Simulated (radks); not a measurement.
The numbers below are computed, except where a source is named.
Problem. The mean radii <r> (bohr) of the occupied orbitals of an atom or ion are listed with their occupations. Level of theory: Dirac Kohn-Sham, LDA (Slater exchange, Perdew-Wang correlation), spin-unpolarised, spherical densities, finite nucleus; Fermi nuclear charge, rms radius of each element as measured or else 0.836 A^(1/3) + 0.57 fm (a radial shooting solver on a logarithmic mesh with Libxc functionals).

orbital     occ.      <r>
1s1/2          2  0.02003
2s1/2          2  0.08436
2p1/2          2  0.07010
2p3/2          4  0.07749
3s1/2          2   0.2208
3p1/2          2   0.2104
3p3/2          4   0.2243
3d3/2          4   0.1974
3d5/2          6   0.2017
4s1/2          2   0.4971
4p1/2          2   0.5050
4p3/2          4   0.5367
4d3/2          4   0.5616
4d5/2          6   0.5727
5s1/2          2    1.186
5p1/2          2    1.308
5p3/2          4    1.400
4f5/2    4.71429   0.7083
4f7/2    6.28571   0.7188
6s1/2          1    2.810

Name the element and its charge. Open shells, if any, are shared by 2j + 1.

Solution. Z = 69, thulium, charge +3: Tm3+ in [Xe] 4f11 6s1. The 1s radius gives Z: for a bare nucleus <r> = (2 gamma + 1)/(2Z) with gamma = sqrt(1 - (Z/c)^2), 0.01977 bohr for Z = 69, and screening makes it slightly larger (0.02003 here). The occupations add up to 66, and the charge is Z minus that.
